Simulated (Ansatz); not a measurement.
Stepwise reaction of `C#[C][Sn]([Cl])([Cl])[Cl]` with hydrogen, as a gas-phase model of exchange steps in deposition or etching. ΔE in kJ/mol.

Gas-phase electronic energies from Ansatz, PBE0-D4/def2-TZVP geometries. CCSD(T)/CBS adds triple-zeta CCSD(T) − MP2 to the extrapolated MP2 energy (def2 sets, frozen cores). This one scheme is used for every species. DFT in def2-TZVPP. B3LYP here is the variant with VWN-RPA as its local correlation; programs differ in this. Elements past krypton have def2 core potentials. For Sn outer-core shells are correlated without core-valence functions, which leaves a few kJ/mol of doubt a bond.

| step | reaction | PBE-D4 | B3LYP-D4 | ωB97M-V | CCSD(T)/CBS |
| --- | --- | --- | --- | --- | --- |
| 1 | `C#[C][Sn]([Cl])([Cl])[Cl]` + H₂ → `C#[C][SnH]([Cl])[Cl]` + HCl | 61.5 | 62.7 | 59.2 | 63.8 |
| 2 | `C#[C][SnH]([Cl])[Cl]` + H₂ → `C#[C][SnH2][Cl]` + HCl | 68.4 | 69.7 | 66.4 | 71.4 |
| 3 | `C#[C][SnH2][Cl]` + H₂ → `C#[C][SnH3]` + HCl | 69.5 | 71.9 | 68.8 | 74.2 |

Question: By hand: ΔE of the 3 steps together at CCSD(T)/CBS.

Answer: (63.8) + (71.4) + (74.2) = 209.4 kJ/mol, or 69.8 kJ/mol a step.

In ΔE each step is higher than the one before. All are uphill at CCSD(T)/CBS. PBE-D4 differs from CCSD(T)/CBS by -4.7 to -2.3 kJ/mol a step. Isolated molecules leave out the surface, adducts and barriers. Largest T1 diagnostic: 0.014.
